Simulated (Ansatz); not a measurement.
Born–Oppenheimer molecular dynamics of ClGaH$_{2}$O (5 atoms, charge 0, multiplicity 1). It starts from a relaxed structure.

Method: RKS PBE0/def2-SVP (Ansatz).

```yaml
ensemble: NVE (velocity Verlet)
time_step: 0.25 fs
steps_asked: 500
starting_velocities_drawn_for: 700 K
masses: H 2.014 u
seed: 949420
```

Frames 1.25 fs apart, positions in Å, forces in eV/Å.

Velocities at 87.5 fs (Å/ps):

```
Ga 0.21 1.20 0.01
H -14.32 -18.31 2.64
O -3.73 -0.82 -2.73
H 31.59 -12.39 2.74
Cl 0.29 -0.24 0.92
```

```xyz
5
Properties=species:S:1:pos:R:3:forces:R:3 time_fs=87.5 energy_less_start_eV=0.068 T=525
Ga 0.028 -0.085 0.151 0.10 0.46 -0.21
H -0.181 0.506 1.568 0.15 -0.23 0.01
O 1.605 -0.366 -0.595 0.29 -0.24 -0.02
H 1.713 -0.709 -1.495 -0.32 0.17 0.36
Cl -1.647 -0.142 -1.183 -0.22 -0.16 -0.15
5
Properties=species:S:1:pos:R:3:forces:R:3 time_fs=88.75 energy_less_start_eV=0.082 T=490
Ga 0.028 -0.083 0.150 0.09 0.38 -0.29
H -0.198 0.482 1.572 0.18 -0.19 0.06
O 1.601 -0.368 -0.599 0.41 -0.27 -0.10
H 1.751 -0.724 -1.490 -0.44 0.24 0.51
Cl -1.647 -0.142 -1.182 -0.24 -0.15 -0.17
5
Properties=species:S:1:pos:R:3:forces:R:3 time_fs=90 energy_less_start_eV=0.096 T=451
Ga 0.028 -0.081 0.150 0.08 0.29 -0.37
H -0.214 0.457 1.575 0.20 -0.15 0.10
O 1.597 -0.369 -0.602 0.50 -0.25 -0.05
H 1.786 -0.737 -1.481 -0.52 0.26 0.52
Cl -1.646 -0.142 -1.181 -0.26 -0.14 -0.19
5
Properties=species:S:1:pos:R:3:forces:R:3 time_fs=91.25 energy_less_start_eV=0.111 T=415
Ga 0.028 -0.080 0.150 0.08 0.20 -0.44
H -0.229 0.431 1.580 0.22 -0.12 0.13
O 1.593 -0.371 -0.606 0.52 -0.17 0.14
H 1.817 -0.748 -1.469 -0.55 0.21 0.37
Cl -1.646 -0.143 -1.180 -0.27 -0.12 -0.20
5
Properties=species:S:1:pos:R:3:forces:R:3 time_fs=92.5 energy_less_start_eV=0.125 T=378
Ga 0.029 -0.078 0.150 0.08 0.12 -0.48
H -0.241 0.404 1.586 0.24 -0.08 0.14
O 1.590 -0.372 -0.609 0.48 -0.03 0.45
H 1.844 -0.758 -1.454 -0.52 0.10 0.10
Cl -1.646 -0.143 -1.179 -0.28 -0.11 -0.21
5
Properties=species:S:1:pos:R:3:forces:R:3 time_fs=93.75 energy_less_start_eV=0.140 T=340
Ga 0.029 -0.076 0.150 0.08 0.05 -0.50
H -0.252 0.376 1.592 0.26 -0.06 0.14
O 1.587 -0.374 -0.612 0.39 0.14 0.78
H 1.867 -0.767 -1.438 -0.45 -0.03 -0.20
Cl -1.646 -0.144 -1.178 -0.29 -0.09 -0.22
5
Properties=species:S:1:pos:R:3:forces:R:3 time_fs=95 energy_less_start_eV=0.155 T=301
Ga 0.029 -0.074 0.149 0.08 -0.02 -0.50
H -0.261 0.348 1.600 0.28 -0.04 0.12
O 1.585 -0.376 -0.614 0.32 0.27 1.01
H 1.887 -0.776 -1.423 -0.38 -0.13 -0.41
Cl -1.647 -0.145 -1.177 -0.29 -0.08 -0.23
5
Properties=species:S:1:pos:R:3:forces:R:3 time_fs=96.25 energy_less_start_eV=0.167 T=270
Ga 0.030 -0.073 0.149 0.06 -0.08 -0.46
H -0.268 0.319 1.608 0.29 -0.02 0.09
O 1.583 -0.377 -0.616 0.31 0.31 1.06
H 1.904 -0.786 -1.412 -0.37 -0.15 -0.45
Cl -1.647 -0.145 -1.177 -0.29 -0.06 -0.23
5
Properties=species:S:1:pos:R:3:forces:R:3 time_fs=97.5 energy_less_start_eV=0.176 T=246
Ga 0.030 -0.071 0.148 0.02 -0.13 -0.41
H -0.273 0.291 1.617 0.31 0.00 0.04
O 1.581 -0.379 -0.616 0.39 0.26 0.91
H 1.918 -0.797 -1.404 -0.43 -0.08 -0.31
Cl -1.647 -0.146 -1.176 -0.29 -0.04 -0.23
5
Properties=species:S:1:pos:R:3:forces:R:3 time_fs=98.75 energy_less_start_eV=0.183 T=228
Ga 0.030 -0.069 0.147 -0.02 -0.18 -0.34
H -0.275 0.262 1.627 0.32 0.01 -0.02
O 1.579 -0.379 -0.616 0.52 0.15 0.68
H 1.929 -0.809 -1.398 -0.52 0.04 -0.09
Cl -1.648 -0.147 -1.176 -0.29 -0.03 -0.23
5
Properties=species:S:1:pos:R:3:forces:R:3 time_fs=100 energy_less_start_eV=0.189 T=213
Ga 0.031 -0.068 0.146 -0.07 -0.23 -0.26
H -0.275 0.234 1.636 0.32 0.03 -0.08
O 1.579 -0.380 -0.614 0.64 0.04 0.46
H 1.935 -0.820 -1.393 -0.61 0.16 0.10
Cl -1.649 -0.147 -1.176 -0.28 -0.01 -0.23
5
Properties=species:S:1:pos:R:3:forces:R:3 time_fs=101.25 energy_less_start_eV=0.193 T=204
Ga 0.031 -0.066 0.145 -0.11 -0.27 -0.18
H -0.273 0.205 1.645 0.32 0.05 -0.13
O 1.578 -0.381 -0.613 0.71 0.00 0.36
H 1.938 -0.830 -1.387 -0.65 0.22 0.18
Cl -1.650 -0.148 -1.175 -0.27 0.01 -0.22
```

Of the whole run (125 fs, mean temperature of the second half 323 K): The conserved energy stayed within 0.0083 meV per atom of its start (net change 0.004 meV per atom), so the integration is sound. Over the second half the temperature averaged 0.46 of the 700 K drawn at the start: a run that starts near a minimum puts about half its kinetic energy into the potential. A run of 0.12 ps of so small a system gives no equilibrium averages.

Time of the run: 18 min on 1 thread of Arm Neoverse V1 (shared host), peak memory 0.14 GiB.
